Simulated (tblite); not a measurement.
Species: C3H7BBrN.
SMILES with atom numbers: `[CH3:1][C:2]#[N+:3][BH2-:4][CH2:5][Br:6]` (hydrogens: H7, H8, H9 on C1; H10, H11 on B4; H12, H13 on C5)
Bond orders are those of one Lewis drawing.

Computed with GFN2-xTB (tblite), gas phase: L-BFGS steps from a force-field or distance-geometry start until the largest atomic force falls under 0.01 eV/Å.

The end geometry, which sets the zero of energy:
```
atom  x, y, z in Å
C1      2.5300    0.2514   -0.3777
C2      1.2144   -0.2901   -0.2882
N3      0.1586   -0.7355   -0.2137
B4     -1.2992   -0.9794   -0.2230
C5     -1.9709    0.4799    0.1008
Br6    -1.3098    1.9244   -1.0603
H7      3.1210   -0.3215   -1.0920
H8      3.0143    0.2249    0.5986
H9      2.4572    1.2851   -0.7186
H10    -1.5577   -1.3837   -1.3117
H11    -1.5466   -1.7509    0.6482
H12    -1.7681    0.8322    1.1115
H13    -3.0477    0.4636   -0.0530
```

**Question.** These geometries come from the run, each turned onto the end geometry. Order them by energy, lowest first.
A.
```
atom  x, y, z in Å
C1      2.6724    0.1497   -0.3777
C2      1.2862   -0.1774   -0.3343
N3      0.1760   -0.4602   -0.2719
B4     -1.2406   -0.8486   -0.2303
C5     -2.1506    0.4688    0.1094
Br6    -1.8066    2.0170   -1.0648
H7      3.1880   -0.5179   -1.0670
H8      3.0999    0.0442    0.6189
H9      2.7947    1.1770   -0.7177
H10    -1.4828   -1.3175   -1.2978
H11    -1.3267   -1.6368    0.6633
H12    -2.0072    0.8565    1.1183
H13    -3.2073    0.2456   -0.0276
```
B.
```
atom  x, y, z in Å
C1      2.7482    0.1598   -0.3852
C2      1.2979   -0.1648   -0.3342
N3      0.1871   -0.4423   -0.2864
B4     -1.2476   -0.7860   -0.2606
C5     -2.1197    0.4719    0.1046
Br6    -1.8450    1.9820   -1.0686
H7      3.2809   -0.5010   -1.0975
H8      3.1478    0.0591    0.6583
H9      2.8890    1.1994   -0.7283
H10    -1.6467   -1.3436   -1.2231
H11    -1.4554   -1.5799    0.6456
H12    -2.0417    0.7786    1.1487
H13    -3.1992    0.1671   -0.0523
```
C.
```
atom  x, y, z in Å
C1      2.7165    0.1546   -0.3721
C2      1.3186   -0.1635   -0.3414
N3      0.2125   -0.4443   -0.2928
B4     -1.2468   -0.8346   -0.2378
C5     -2.1761    0.4729    0.1100
Br6    -1.8417    2.0000   -1.0701
H7      3.2643   -0.4949   -1.0763
H8      3.1405    0.0575    0.6257
H9      2.8816    1.1831   -0.7202
H10    -1.6276   -1.3353   -1.2442
H11    -1.4364   -1.5742    0.6461
H12    -2.0369    0.7949    1.1407
H13    -3.1729    0.1843   -0.0467
```
D.
```
atom  x, y, z in Å
C1      2.6005    0.2039   -0.3741
C2      1.2540   -0.2482   -0.2514
N3      0.1699   -0.6167   -0.1689
B4     -1.2725   -0.9193   -0.2266
C5     -2.0564    0.4781    0.1043
Br6    -1.5753    1.9539   -1.1005
H7      3.1282   -0.4210   -1.0945
H8      3.1095    0.1546    0.5882
H9      2.5938    1.2347   -0.7305
H10    -1.4667   -1.3023   -1.3382
H11    -1.5099   -1.7321    0.6125
H12    -1.8472    0.8623    1.1014
H13    -3.1323    0.3526   -0.0009
```
E.
```
atom  x, y, z in Å
C1      2.7030    0.1578   -0.3801
C2      1.3105   -0.1704   -0.3499
N3      0.1965   -0.4670   -0.2982
B4     -1.2441   -0.8414   -0.2337
C5     -2.1488    0.4634    0.1084
Br6    -1.8392    2.0190   -1.0610
H7      3.2360   -0.5001   -1.0527
H8      3.1355    0.0498    0.6114
H9      2.8597    1.1765   -0.7115
H10    -1.5750   -1.3197   -1.2772
H11    -1.3942   -1.5997    0.6804
H12    -2.0338    0.8317    1.1296
H13    -3.2104    0.2006   -0.0445
```

**Answer.** D (0.010 eV), A (0.032 eV), E (0.084 eV), C (0.203 eV), B (0.363 eV).

In the order of the answer:

| step | E above end (eV) | largest force (eV/Å) | rms force component (eV/Å) | rms distance from end (Å) | rms bond change (Å) | bond most changed (Å) |
| --- | --- | --- | --- | --- | --- | --- |
| 41 | 0.010 | 0.08 | 0.023 | 0.126 | 0.002 | N3–B4 -0.003 |
| 15 | 0.032 | 0.12 | 0.031 | 0.256 | 0.003 | N3–B4 -0.009 |
| 5 | 0.084 | 0.57 | 0.188 | 0.274 | 0.009 | C5–H13 +0.016 |
| 2 | 0.203 | 1.65 | 0.500 | 0.282 | 0.017 | C5–H13 -0.038 |
| 0 | 0.363 | 2.13 | 0.662 | 0.287 | 0.034 | B4–C5 -0.065 |

What follows is the cost of the whole relaxation. Hardware: Arm Neoverse N1, one thread, shared host with 64 logical CPUs at a one-minute load of 56. Cost: 0.56 s wall.
